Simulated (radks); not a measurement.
Problem. These are the eigenvalues of the occupied orbitals of an atom or ion with whole-number occupations (Ry). All-electron calculation, non-relativistic Kohn-Sham, BLYP, spin-polarised, spherical densities, point nucleus. Program: a radial shooting solver on a logarithmic mesh with Libxc functionals.

orbital  eigenvalue
1s up      -0.54441

Which element is it, and in what charge state? The configuration may be excited. Open shells, if any, are filled with parallel spins first.

Solution. Z = 1, hydrogen, charge 0: H in 1s1. The 1s level, -0.2722 hartree, gives Z - s = 0.7 by -(Z - s)^2/2, which with screening narrows Z to a few neighbours, and with so few levels the electron count can be read from the list.
